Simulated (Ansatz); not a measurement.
`[GeH3][S][GeH3]` → `[SH][GeH3]` + `[GeH2]` at 298.15 K and 1 bar (germylene loss).

Isolated molecules relaxed with PBE0-D4/def2-TZVP in Ansatz; ΔE leaves out vibrations. CCSD(T)/CBS adds triple-zeta CCSD(T) − MP2 to the extrapolated MP2 energy (def2 sets, frozen cores). For Ge outer-core shells are correlated without core-valence functions, which leaves a few kJ/mol of doubt a bond. Scalar relativity is left out up to krypton.

```json
{"species": "`[GeH3][S][GeH3]`", "CCSD(T)/CBS energy (Eh)": "-4553.63258", "H − E (kJ/mol)": "148.7", "S (J/(mol·K))": "358.4"}
{"species": "`[SH][GeH3]`", "CCSD(T)/CBS energy (Eh)": "-2476.30083", "H − E (kJ/mol)": "99.2", "S (J/(mol·K))": "286.9"}
{"species": "`[GeH2]`", "CCSD(T)/CBS energy (Eh)": "-2077.24753", "H − E (kJ/mol)": "38.7", "S (J/(mol·K))": "220.4"}
```

H − E and S are ideal-gas, rigid-rotor, harmonic terms from PBE0-D4/def2-TZVP. 1 Eh = 2625.50 kJ/mol, R = 8.31446 J/(mol·K).

Task: By hand: ΔE, ΔH, ΔS and ΔG.

Result: ΔE = (-2476.30083) + (-2077.24753) − (-4553.63258) = 0.08422 Eh = 221.1 kJ/mol. Δ(H − E) = 99.2 + 38.7 − 148.7 = -10.8, so ΔH = 210.3 kJ/mol. ΔS = 286.9 + 220.4 − 358.4 = 148.9 J/(mol·K). ΔG = 210.3 − 298.15 × (148.9)/1000 = 165.9 kJ/mol.

Task: By hand: the equilibrium constant, and the temperature at which ΔG would vanish if ΔH and ΔS stayed fixed.

Result: log₁₀ K = −ΔG/(RT ln 10) = -29.1. ΔG = 0 at ΔH/ΔS = 1412 K.

The number of gas molecules changes by +1, which sets the sign of ΔS. A doubt of 5 kJ/mol in ΔE shifts log₁₀ K by 0.9 here. Modes under 60 cm⁻¹, often nearly free rotors, make the harmonic entropy too high. These are equilibria of isolated gas molecules and say nothing of rates. Largest T1 diagnostic: 0.012 (customary marks: 0.02 for closed shells, 0.045 for open ones).
